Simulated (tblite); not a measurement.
Species: C4H4N3 (doublet state).
Atom-mapped SMILES: `[H]/[N:4]=[C:3](/[N:2]=[CH2:1])[CH:5][C:6]#[N:7]` (hydrogens: H8, H9 on C1; H10 on N4; H11 on C5)
Bond orders are those of one Lewis drawing.

Computed with GFN2-xTB (tblite), gas phase: L-BFGS steps from a force-field or distance-geometry start until the largest atomic force falls under 0.01 eV/Å.

Step 38: E = -522.8515 eV
```
atom  x, y, z in Å  |  force x, y, z in eV/Å
C1      1.9180   -0.6485   -0.0684    0.029   0.007   0.024
N2      0.7655   -0.5205    0.3998    0.003  -0.003   0.004
C3     -0.0675    0.5442    0.0976    0.017  -0.007  -0.024
N4      0.4082    1.7356    0.2000   -0.007   0.006  -0.015
C5     -1.4106    0.1916   -0.2394    0.013  -0.005   0.004
C6     -1.8680   -1.1051   -0.2143    0.042   0.002   0.002
N7     -2.2523   -2.1950   -0.1773   -0.009   0.002  -0.019
H8      2.3462    0.0237   -0.8136   -0.008  -0.010  -0.011
H9      2.5262   -1.4716    0.2771   -0.017  -0.025   0.008
H10    -0.2800    2.4782    0.1274   -0.005   0.029   0.004
H11    -2.0804    0.9698   -0.5748   -0.057   0.005   0.023
```

Step 39: E = -522.8519 eV
```
atom  x, y, z in Å  |  force x, y, z in eV/Å
C1      1.9178   -0.6475   -0.0672    0.031  -0.002   0.024
N2      0.7680   -0.5177    0.4064   -0.035  -0.014   0.005
C3     -0.0682    0.5438    0.1014    0.009  -0.012  -0.029
N4      0.4091    1.7348    0.1938    0.016   0.034  -0.010
C5     -1.4119    0.1911   -0.2330    0.022  -0.007   0.005
C6     -1.8681   -1.1062   -0.2161    0.056   0.036  -0.005
N7     -2.2518   -2.1962   -0.1880   -0.022  -0.035  -0.013
H8      2.3419    0.0200   -0.8182   -0.004  -0.002  -0.020
H9      2.5263   -1.4690    0.2799    0.001  -0.032   0.013
H10    -0.2766    2.4794    0.1228   -0.018   0.033   0.002
H11    -2.0812    0.9701   -0.5677   -0.055   0.001   0.027
```

Step 40: E = -522.8525 eV
```
atom  x, y, z in Å  |  force x, y, z in eV/Å
C1      1.9177   -0.6461   -0.0646    0.019  -0.015   0.017
N2      0.7715   -0.5139    0.4164   -0.065  -0.020  -0.005
C3     -0.0687    0.5431    0.1065    0.009   0.010  -0.030
N4      0.4104    1.7344    0.1848    0.029   0.042  -0.005
C5     -1.4132    0.1904   -0.2242    0.023  -0.004   0.007
C6     -1.8674   -1.1079   -0.2196    0.054   0.042  -0.012
N7     -2.2507   -2.1982   -0.2043   -0.019  -0.034  -0.007
H8      2.3354    0.0142   -0.8255   -0.003  -0.002  -0.017
H9      2.5264   -1.4661    0.2845    0.023  -0.033   0.018
H10    -0.2724    2.4813    0.1146   -0.029   0.031   0.001
H11    -2.0836    0.9714   -0.5545   -0.041  -0.017   0.034
```

Q: Estimate the geometry and energy of step 41. (The exact step hangs on the optimiser's Hessian estimate; all steps are aligned on step 40, rigid shifts and turns removed.)

A: E = -522.8533 eV, largest force 0.100 eV/Å
```
atom  x, y, z in Å  |  force x, y, z in eV/Å
C1      1.9189   -0.6453   -0.0608    0.001  -0.040   0.000
N2      0.7753   -0.5086    0.4250   -0.095  -0.027  -0.014
C3     -0.0685    0.5433    0.1092   -0.004   0.023  -0.025
N4      0.4096    1.7355    0.1750    0.053   0.073  -0.004
C5     -1.4143    0.1904   -0.2159    0.016   0.007   0.012
C6     -1.8648   -1.1092   -0.2247    0.049   0.054  -0.019
N7     -2.2465   -2.2002   -0.2224   -0.018  -0.043  -0.004
H8      2.3325    0.0052   -0.8321    0.001   0.002  -0.013
H9      2.5241   -1.4666    0.2903    0.050  -0.027   0.027
H10    -0.2717    2.4834    0.1031   -0.035   0.026   0.003
H11    -2.0892    0.9746   -0.5326   -0.017  -0.048   0.036
```

The energy changes by -0.0008 eV. The first-order estimate −F·Δx gives -0.0011 eV and the mean of the old and new forces, exact on a quadratic surface, -0.0008 eV. The step makes an angle of 79° with the force vector and moves no atom by more than 0.023 Å.

What follows is the cost of the whole relaxation. On one thread, Intel Xeon at 2.50 GHz (x86_64), shared host with 64 logical CPUs at a one-minute load of 59, this took 1.1 s wall.
